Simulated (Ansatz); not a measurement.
Consider the ligand exchange at the Si–C bond: `NC[SiH2]Cl` + `C[SiH2]N` → `C[SiH2]N[SiH2]Cl` + CH₃NH₂.

Program: Ansatz. Geometries: PBE0-D4/def2-TZVP. ΔE: electronic, gas phase. CBS: MP2 limit from def2 TZ/QZ plus the TZ coupled-cluster correction, frozen cores. Functionals use def2-TZVPP. One conformer a species, not always the lowest.

```json
{"level": "CAM-B3LYP-D4", "ΔE (kJ/mol)": "-82.3"}
{"level": "PBE", "ΔE (kJ/mol)": "-71.6"}
```

(1) What does CCSD(T)/CBS give? (Best estimate.)

Largest T1 diagnostic among the species: 0.010.

Results:

(1) Computed: -81.6 kJ/mol. The listed levels differ from it by -0.7, 10.0 kJ/mol.

In def2-TZVPP, CCSD(T) changes the Hartree–Fock value by +6.3 kJ/mol (the triples alone add +0.4 kJ/mol) and MP2 by +4.8 kJ/mol. Leaving LDA and LC-ωPBE aside and taking each functional with its dispersion term where it has one, the values, not all of them listed here, spread over 13.0 kJ/mol, from BHLYP-D4 to PBE-D4.
